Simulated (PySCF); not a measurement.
## Related systems: charged doped PAH

All values: TDA CAM-B3LYP/6-31G*, gas phase, PySCF SCF with an in-house response code, fitting set def2-universal-JFIT up to Ne and JKFIT beyond, grid level 1 (kernel 0), vertical, one conformer each, geometries GFN2-xTB; core orbitals frozen in the response, virtual orbitals above 1.5 Eh left out. The lowest 6 singlets were sought, and the brightest is taken among them. The runs took 2 to 4 CPU minutes each on shared server CPUs.

Some members have small gaps, where a closed-shell solution may not be the ground state. Without diffuse functions Rydberg states are missing, so unbound LUMOs, wide gaps and states within about 2 eV of the ionisation energy come out too high, and electron affinities are rough.

```tsv
system	formula	HOMO-LUMO gap / eV	S1 / eV	brightest singlet sought / eV	LUMO / eV	HOMO / eV
C[n+]1cc2cc3c(ccc4ccccccc43)c2c2cccc21	[C22H16N]+	4.00	1.72	2.20	-6.04	-10.04
c1cccc2c(cc1)ccc1c2c[b-]2ccc3cccc3c21	[C21H14B]-	3.90	1.42	3.63	2.28	-1.62
c1cc2ccc3cc4c(ccc5ccccccc54)c3c2[o+]1	[C21H13O]+	3.67	1.34	1.99	-6.57	-10.24
c1cc2ccc3cc4c(ccc5ccccccc54)c3[n+]2c1	[C21H14N]+	3.60	1.03	2.05	-6.55	-10.15
c1cc2ccc3cc4c(ccc5ccccccc54)c3c2c1	C22H14	4.30	1.76	4.54	-1.85	-6.15
```
